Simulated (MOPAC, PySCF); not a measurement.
CH10OSi3, SMILES `CO[SiH2][SiH2][SiH3]` (C–O–Si–Si torsion 179°, O–Si–Si–Si torsion -42°), neutral singlet in the gas phase. 

Z-matrix (Å, degrees):
```
Si
O 1 1.6525
C 2 1.4175 1 121.46
H 3 1.0912 2 108.25 1 179.46
H 3 1.0962 4 108.82 2 -120.77
H 3 1.0962 4 108.81 5 -118.41
H 1 1.4904 2 110.23 3 -57.84
H 1 1.4912 7 106.77 2 -119.59
Si 1 2.3246 7 113.93 8 -122.66
H 9 1.4863 1 110.88 7 -42.50
H 9 1.4874 10 108.41 1 -120.50
Si 9 2.3280 10 110.39 11 -121.38
H 12 1.4830 9 109.78 10 -52.94
H 12 1.4853 13 108.93 9 119.62
H 12 1.4856 13 108.84 14 118.13
```
Charge 0, multiplicity 1.

All levels are single points at this geometry (ωB97X-D3(BJ)/def2-TZVP); Pople sets use spherical d functions. Orbital energies aren't observables, and empty levels follow the basis.

```csv
level,HOMO (eV),LUMO (eV),gap (eV),dipole (D),"vertical IE, Delta-SCF (eV)"
PBE-D3(BJ)/def2-TZVP in PySCF,-6.68,-1.27,5.41,1.09,–
ωB97X-D3(BJ)/def2-TZVP in PySCF,-10.11,1.57,11.68,1.18,9.86
B3LYP/3-21G in PySCF,-7.34,0.02,7.35,1.41,–
M06-2X/6-31G* in PySCF,-8.72,0.68,9.40,1.27,–
HF/3-21G in PySCF,-10.33,3.20,13.53,1.63,–
HF/STO-3G in PySCF,-7.92,10.38,18.30,0.92,–
AM1 in MOPAC,-10.37,-1.04,9.33,1.29,–
PM3 in MOPAC,-9.28,-1.49,7.79,0.93,–
PM6 in MOPAC,-8.30,-0.56,7.75,2.11,–
```
